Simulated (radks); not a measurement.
The numbers below are computed, except where a source is named.
Task: These are the eigenvalues of the occupied orbitals of an atom or ion with whole-number occupations (eV). Level of theory: Dirac Kohn-Sham, LDA (Slater exchange, Perdew-Wang correlation), spin-unpolarised, spherical densities, finite nucleus; Fermi nuclear charge, rms radius of each element as measured or else 0.836 A^(1/3) + 0.57 fm (a radial shooting solver on a logarithmic mesh with Libxc functionals).

| orbital | eigenvalue |
|---|---|
| 1s1/2 | -4467.924 |
| 2s1/2 | -554.0019 |
| 2p1/2 | -472.5238 |
| 2p3/2 | -467.8698 |
| 3s1/2 | -125.6245 |
| 3p1/2 | -103.6657 |
| 3p3/2 | -103.0234 |

Which element is it, and in what charge state? The configuration may be excited. Open shells, if any, are shared by 2j + 1.

Result: Z = 21, scandium, charge +5: Sc5+ in [Ne] 3s2 3p4. The list shows which subshells hold electrons but not how many an open one holds; the 1s level, -164.19 hartree, gives Z - s = 18.1 by -(Z - s)^2/2, which with screening and relativity narrows Z to a few neighbours, and the depths of the outer levels then fix element, charge and occupations together.
